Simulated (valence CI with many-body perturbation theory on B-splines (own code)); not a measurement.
## Level structure of Te20+

Level of theory: configuration interaction combined with many-body perturbation theory (CI+MBPT): four valence electrons over a frozen Dirac-Fock core [Ar] 3d10, a basis of 11 s, 11 p, 10 d, 8 f, 5 g, 2 h functions for each j, with the one-electron correlation potential Σ1 (screened to all orders), the two-electron term Σ2, the three-electron term Σ3, Breit, model QED; selected single and double excitations, second order for the rest, scaled by the run's own slope (own B-spline code, finite nucleus).

No measured spectrum was set against this ion. As an estimate, levels hold to about 250 cm⁻¹ or 0.2 % of their energy and the worst to 1 %, as in measured heavy ions of charge 2 to 7; those with d or f electrons hold less well. Among the levels kept, up to 500 cm⁻¹ of a level comes from second order outside the variational space, and about a tenth of that is noise between levels of different J, which matters for small intervals.

Levels 91 to 135 of 185, with energies above the lowest level, 4s²4p² ³P_0. "Leading %" is the weight of the configuration and term that name the level; weights of strongly mixed levels are sums over their largest components and can fall short. Lifetimes count E1, E2, E3, M1 and M2 decay at the calculated energies, and are blank where another channel may lead or the interval is too uncertain; long ones can be off by a factor of two.

```tsv
No.	Configuration	Term	J	E (cm⁻¹)	Leading %	Lifetime	g
91	4s²4p4f	³D	3	1516600	23	3.77 ps	1.046
92	4s4p²4d	¹D	2	1525100	58	2.82 ps	1.021
93	4s²4d²	¹G	4	1561300	29	10.6 ps	1.110
94	4s²4d²	³F	3	1569600	52	3.32 ps	1.115
95	4s²4d²	³F	2	1573600	48	2.78 ps	0.851
96	4s²4p4f	³G	4	1575600	46	4.31 ps	1.123
97	4s²4d²	¹D	2	1591200	41	2.44 ps	1.054
98	4s²4d²	³P	0	1594600	82	2.41 ps	
99	4s²4d²	³P	1	1603200	87	2.61 ps	1.497
100	4s²4p4f	³G	5	1604200	95	5.32 ps	1.199
101	4s²4d²	³P	2	1617300	68	2.88 ps	1.386
102	4s²4p4f	¹F	3	1623600	46	3.02 ps	1.023
103	4p³4d	³F°	2	1623800	39	23.6 ps	0.972
104	4p³4d	⁵D°	3	1633500	27	18.9 ps	1.200
105	4p³4d	⁵D°	0	1637100	43	16.9 ps	
106	4s²4p4f	³F	4	1638600	43	2.46 ps	1.220
107	4s²4p4f	³D	1	1638800	87	3.84 ps	0.500
108	4s²4p4f	³D	2	1641200	54	3.07 ps	0.980
109	4s²4p4f	³F	3	1642900	38	2.69 ps	1.150
110	4p³4d	⁵D°	1	1645400	53	12.2 ps	1.305
111	4p³4d	⁵D°	4	1653300	42	18.0 ps	1.309
112	4p³4d	⁵D°	2	1664100	39	12.8 ps	1.338
113	4s²4d²	¹S	0	1676400	81	2.85 ps	
114	4p³4d	³G°	3	1681100	29	17.0 ps	1.040
115	4s²4p4f	¹D	2	1692500	55	3.00 ps	0.974
116	4p³4d	³F°	2	1700600	38	20.5 ps	1.023
117	4p³4d	¹S°	0	1702000	50	20.1 ps	
118	4p³4d	³D°	1	1704100	68	17.9 ps	0.720
119	4s²4p4f	¹G	4	1706300	50	2.15 ps	1.011
120	4p³4d	³F°	3	1707000	35	26.0 ps	1.134
121	4p³4d	³G°	4	1721100	46	27.5 ps	1.133
122	4p³4d	³D°	3	1721600	45	17.8 ps	1.334
123	4p³4d	³D°	1	1726000	57	10.9 ps	0.832
124	4p³4d	³F°	4	1729600	45	24.9 ps	1.248
125	4p³4d	¹G°	4	1739200	51	26.2 ps	1.126
126	4p³4d	³G°	5	1742900	82	34.5 ps	1.198
127	4p³4d	³F°	2	1762800	34	13.6 ps	0.937
128	4p³4d	¹P°	1	1765500	37	6.80 ps	1.221
129	4p³4d	³P°	0	1777900	62	11.0 ps	
130	4s4p4d²	⁵G°	2	1780300	48	22.3 ps	0.576
131	4p³4d	³P°	2	1788900	42	4.54 ps	1.185
132	4p³4d	³D°	3	1795300	28	5.41 ps	1.140
133	4s4p4d²	⁵G°	3	1799700	52	14.8 ps	0.998
134	4p³4d	³P°	1	1801900	58	4.47 ps	1.279
135	4p³4d	³D°	2	1802900	37	15.4 ps	1.176
```

Names give the largest LS component (configuration and term), which can be under half, so a name can repeat, a term be missing and a line seem to break the LS rules; names also repeat where a configuration has a term twice.

Where two levels of one J and parity lie close, their mixing, g and order are uncertain.
